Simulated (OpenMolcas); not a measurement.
Re3+: moving or changing the point charges

Re3+ among 6 point charges of -1.7 e arranged as an octahedron (Oh), 2.01 Å from the ion.
```
   2.0100    0.0000    0.0000  -1.70
   0.0000    2.0100    0.0000  -1.70
  -2.0100    0.0000    0.0000  -1.70
   0.0000   -2.0100    0.0000  -1.70
   0.0000    0.0000    2.0100  -1.70
   0.0000    0.0000   -2.0100  -1.70
```

| Property | Result |
| --- | --- |
| Program | OpenMolcas 26.06 |
| Method | SS-CASPT2, IPEA 0.25 Eh, imaginary shift 0.1 Eh (closed shells correlated: 5s 5p) |
| Basis | ANO-RCC-VDZP [7s6p4d2f1g] |
| Scalar Hamiltonian | DKH2, point nucleus |
| Active space | 4 electrons in 5 orbitals (5d) |
| State averaging | 2S+1 = 5 even, 5 roots; 2S+1 = 3 even, 45 roots; 2S+1 = 1 even, 50 roots |
| Spin-orbit coupling | RASSI with atomic mean-field integrals over the reference wave functions |

Runs around this geometry, states (labels of O, the rotations of Oh). Energies in cm-1 above the lowest state or level, χT in cm3 K/mol; under a threefold ground state the first gap can be a small split of the lowest multiplet, not the spin-orbit step; 10Dq and B are least-squares fits to the states below 45000 cm-1, weighted by degeneracy, with a free offset, and given where the rms deviation is under 5 % of |10Dq| (or 100 cm-1) and under 700 cm-1.

```json
{"R (Å)": "2.01", "q (e)": "-1.1", "Ground state": "5E", "First state of that spin": "5T2 9020", "10Dq": "", "B (rms of fit)": "", "First gap with spin-orbit (degeneracies)": "3240 (1, 3)", "χT at 300 K": "0.137", "First state of another spin": "3T1 8130"}
{"R (Å)": "1.88", "q (e)": "-1.7", "Ground state": "3T1", "First state of that spin": "3T1 16350", "10Dq": "19564", "B (rms of fit)": "592 (518)", "First gap with spin-orbit (degeneracies)": "3550 (1, 3)", "χT at 300 K": "0.188", "First state of another spin": "5E 1900"}
{"R (Å)": "2.01", "q (e)": "-1.7", "Ground state": "5E", "First state of that spin": "5T2 14140", "10Dq": "14596", "B (rms of fit)": "602 (545)", "First gap with spin-orbit (degeneracies)": "3500 (1, 3)", "χT at 300 K": "0.165", "First state of another spin": "3T1 3010"}
{"R (Å)": "2.17", "q (e)": "-1.7", "Ground state": "5E", "First state of that spin": "5T2 10060", "10Dq": "", "B (rms of fit)": "", "First gap with spin-orbit (degeneracies)": "3280 (1, 3)", "χT at 300 K": "0.144", "First state of another spin": "3T1 7100"}
```

Scaling the charges by -1.1 / -1.7 = 0.65 scales the first state of the same spin by 9020 / 14140 = 0.64; with fixed orbitals a first-order splitting would follow the charge.

The ground state changes within this set.

Roots that are degenerate in the reference are averaged as groups; the widest CASPT2 spread within a group is 290 cm-1 (the 3-fold group of multiplicity 1 near 34200 cm-1 above the lowest state of its run, R = 2.17, q = -1.7). Shifts and gaps below about the spread of the groups concerned are not significant. Free-ion shares, where given, are those of the reference states; single-state CASPT2 does not remix them. Spin-orbit coupling mixes the spin-free states strongly: the lowest level takes only 46 % from its leading state, 5E (figures for R = 2.01, q = -1.1; the like holds for R = 1.88, q = -1.7, R = 2.01, q = -1.7, R = 2.17, q = -1.7). This field is weak: 10Dq is about 9333 cm-1, while octahedral complexes of 5d ions of charge 3 and more, computed by the same method with explicit ligands, had a median near 35000 cm-1. Ground spin and moment need not be those of a real site (figures for R = 2.01, q = -1.1; the like holds for R = 1.88, q = -1.7, R = 2.01, q = -1.7, R = 2.17, q = -1.7). This shell can be high or low spin here, a state of another spin lies low, and with metal d orbitals alone active their balance is uncertain, so the ground spin may be wrong (holds for R = 2.01, q = -1.1; R = 2.01, q = -1.7; R = 2.17, q = -1.7). Point charges give a weaker field than real ligands, and real ions of this kind are as a rule low spin; the high spin found here belongs to the model (holds for R = 2.01, q = -1.1; R = 2.01, q = -1.7; R = 2.17, q = -1.7). This shell can be high or low spin here, a state of another spin lies low, and with metal d orbitals alone active their balance is uncertain, so the ground spin may be wrong, although the usual error favours high spin (holds for R = 1.88, q = -1.7). This is an electrostatic model: the charges have no orbitals. No measured value stands beside these numbers.
